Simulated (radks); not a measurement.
Removal energies from the silver ion Ag6+, [Kr] 4d5, by Delta-SCF beside the eigenvalue of the level emptied. Calculated with a radial shooting solver on a logarithmic mesh with Libxc functionals: scalar-relativistic Kohn-Sham, r2SCAN, spin-polarised, spherical densities, finite nucleus; meta-GGA in the generalised Kohn-Sham scheme; Fermi nuclear charge, rms radius of each element as measured or else 0.836 A^(1/3) + 0.57 fm. Open shells are filled with parallel spins first.

| removed from | final configuration | Delta-SCF (eV) | -eigenvalue (eV) |
|---|---|---|---|
| 4d | [Kr] 4d4 | 107.74 | 98.398 |
| 4p | [Ar] 3d10 4s2 4p5 4d5 | 159.45 | 149.56 |
| 4s | [Ar] 3d10 4s1 4p6 4d5 | 198.95 | 188.64 |
| 3d | [Ar] 3d9 4s2 4p6 4d5 | 483.54 | 460.88 |
